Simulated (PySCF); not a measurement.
## Spinor energies of Tm(4+) (thulium, charge +4)

Start: [Xe] 4f11; 4f5/2 filled at m_j = -5/2, -3/2, -1/2, +1/2, +3/2, +5/2; 4f7/2 filled at m_j = -1/2, +1/2, +3/2, +5/2, +7/2. Calculated with PySCF 2.14 in x2c-TZVPall-2c (11s11p10d4f1g, 131 functions): generalised Hartree-Fock with the X2C-1e Hamiltonian and a Gaussian nucleus; one run each with spin-orbit coupling (SO) switched off, then screened by Boettger's factors.

```csv
spinor shell,electrons,"ε, spin-free (eV)","ε, screened SO (eV)",weight of nominal j (screened SO),"rms radius, screened SO (bohr)"
1s1/2,2,-59748.7,-59734.4,1.000,0.0227
2s1/2,2,-10258.7,-10254.3,1.000,0.0917
2p1/2,2,-9062.2,-9757.4,1.000,0.0783
2p3/2,4,-9062.2,-8772.1,1.000,0.0852
3s1/2,2,-2406.9,-2405.4,1.000,0.235
3p1/2,2,-2037.7,-2187.2,1.000,0.227
3p3/2,4,-2037.7,-1974.4,1.000,0.241
3d3/2,4,-1578.8,-1606.4,0.999,0.214
3d5/2,6,-1578.8,-1559.1,1.000,0.218
4s1/2,2,-547.57,-547.13,1.000,0.528
4p1/2,2,-423.35,-458.66,0.998,0.540
4p3/2,4,-423.35,-408.22,0.999,0.571
4d3/2,4,-254.73,-262.83,0.959,0.607
4d5/2,6,-254.73,-249.00,0.972,0.618
5s1/2,2,-113.74,-113.68,1.000,1.27
5p1/2,2,-79.720,-85.017,0.995,1.40
4f5/2,6,-70.979,-72.138,0.732,0.772
4f7/2,5,-70.979,-69.454,0.729,0.785
```

Where does 5p3/2 lie, and what is the 5p spin-orbit splitting (screened SO)?

At -77.463 eV, 7.554 eV above 5p1/2.

| quantity | spin-free | screened SO |
| --- | --- | --- |
| E (hartree) | -13554.54030 | -13566.55068 |
| M_J | 15/2 | 15/2 |
| ⟨J²⟩ | 63.754 | 63.754 |
| ⟨L²⟩ | 42.002 | 42.481 |
| ⟨S²⟩ | 3.752 | 3.759 |

Each row is a mean over spinors that exchange with the open shell spreads, by up to 15.855 eV (4d5/2).

Rows whose weight is well below 1 are mixtures of j = l ± 1/2: exchange outweighs spin-orbit coupling there, and the label is only the starting occupation.

Breit and QED terms are absent; they matter most for the inner s and p1/2 levels.

Densities and radii are taken from the X2C orbitals without a picture-change correction, which distorts them close to the nucleus.

Without spin-orbit coupling the j labels of p, d and f shells carry no meaning; the spin-free column gives the mean over the occupied spinors of each nl shell.
